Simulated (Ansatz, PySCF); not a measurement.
Species: CH2N, net charge 0, doublet state. SMILES: [CH]=N
Structure (B3LYP-D3(BJ)/def2-TZVP (Ansatz, a first-principles code) minimum search):
```xyz
4

C     -0.6279     0.1446     0.0221
N      0.4930    -0.3265    -0.0316
H     -1.0237     1.1662     0.0980
H      1.3407     0.2518    -0.0099
```
Charge 0, spin multiplicity 2.

Unscaled harmonic wavenumbers (cm⁻¹) in rising order, each level at the stationary point that it reaches from this structure (no distance between atoms moves by over 0.3 Å); the order of modes can differ between levels, and a negative number is imaginary. B3LYP-D3(BJ)/def2-TZVP (PySCF, at the structure above): 868, 904, 1000, 1862, 2960, 3286.

HF/3-21G (Ansatz): 979, 1058, 1189, 1567, 3240, 3433. Zero-point energy 16.4 against 15.6 kcal/mol; where all levels lie over 400 cm⁻¹, the wavenumbers are on average 1.078 times those of B3LYP-D3(BJ)/def2-TZVP.

HF/6-31G* (Ansatz): 1012, 1063, 1265, 1666, 3250, 3583. Zero-point energy 16.9 against 15.6 kcal/mol; where all levels lie over 400 cm⁻¹, the wavenumbers are on average 1.115 times those of B3LYP-D3(BJ)/def2-TZVP.

B3LYP/6-31G* (Ansatz): 884, 899, 1022, 1871, 2978, 3269. Zero-point energy 15.6 against 15.6 kcal/mol; where all levels lie over 400 cm⁻¹, the wavenumbers are on average 1.007 times those of B3LYP-D3(BJ)/def2-TZVP.
